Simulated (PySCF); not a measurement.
## `C=N[Si@H]1C[C@@H](C=O)C1`, C5H9NOSi

Cartesian coordinates in Å; atom numbers follow the order of the lines, from 1:
```xyz
17

C     3.148    0.121    0.326
N     1.900    0.131    0.380
Si    0.645   -0.628   -0.512
C    -0.708   -1.204    0.702
C    -1.596    0.009    0.346
C    -1.669    0.965    1.489
O    -2.670    1.427    1.965
C    -0.756    0.634   -0.795
H     3.712    0.717    1.040
H     3.737   -0.448   -0.396
H     0.949   -1.525   -1.632
H    -1.187   -2.143    0.439
H    -0.451   -1.249    1.758
H    -2.605   -0.268    0.033
H    -0.667    1.238    1.879
H    -1.260    0.552   -1.753
H    -0.530    1.684   -0.629
```

Method used: PySCF, GIAO PBE0/pcSseg-1 magnetisability, rotational g tensor and spin-rotation constants, non-relativistic, gas phase. Geometry: GFN2-xTB.

Task: Give the nuclear spin-rotation constants along the inertial axes (H = +C I·J) beside the isotropic shieldings.

Result: Rotational constants 3.3880, 0.9944, 0.8972 GHz. A star marks the isotopologue with that one atom substituted, in its own axes.
| atom | isotope | Caa (kHz) | Cbb (kHz) | Ccc (kHz) | mean (kHz) | σ (ppm) |
| --- | --- | --- | --- | --- | --- | --- |
| N2 | 14N | 1.067 | 0.299 | 0.018 | 0.462 | -155.7 |
| H9 | 1H | -0.284 | 0.104 | -0.082 | -0.087 | 23.0 |
| H10 | 1H | 0.163 | -0.023 | -0.087 | 0.018 | 22.9 |
| H11 | 1H | -0.142 | 0.018 | -0.081 | -0.069 | 25.8 |
| H12 | 1H | -0.377 | -0.004 | -0.069 | -0.150 | 29.9 |
| H13 | 1H | -0.362 | -0.045 | -0.040 | -0.149 | 30.2 |
| H14 | 1H | -0.104 | -0.012 | -0.110 | -0.076 | 28.7 |
| H15 | 1H | 0.055 | 0.032 | -0.077 | 0.003 | 21.5 |
| H16 | 1H | -0.374 | -0.012 | -0.062 | -0.149 | 29.9 |
| H17 | 1H | -0.363 | -0.037 | -0.049 | -0.150 | 30.3 |
| C1 | 13C* | 1.476 | 0.502 | 0.166 | 0.715 | 12.1 |
| Si3 | 29Si* | -2.130 | -0.592 | -0.570 | -1.097 | 360.6 |
| C4 | 13C* | 0.388 | 0.148 | 0.134 | 0.224 | 171.7 |
| C5 | 13C* | 0.701 | 0.153 | 0.159 | 0.338 | 144.2 |
| C6 | 13C* | 1.633 | 0.537 | 0.231 | 0.800 | -19.7 |
| O7 | 17O* | -3.550 | -0.669 | -0.035 | -1.418 | -322.1 |

For the geometry as given, no vibrational averaging.

Task: How do the rotational constants and the g tensor change when H9, H10, H11, H12, H13, H14, H15, H16, H17 are replaced by deuterium?

Result: Constants 2.7794, 0.9054, 0.8159 GHz; g -0.0571, -0.0220, -0.0090, against -0.0688, -0.0243, -0.0098 before.
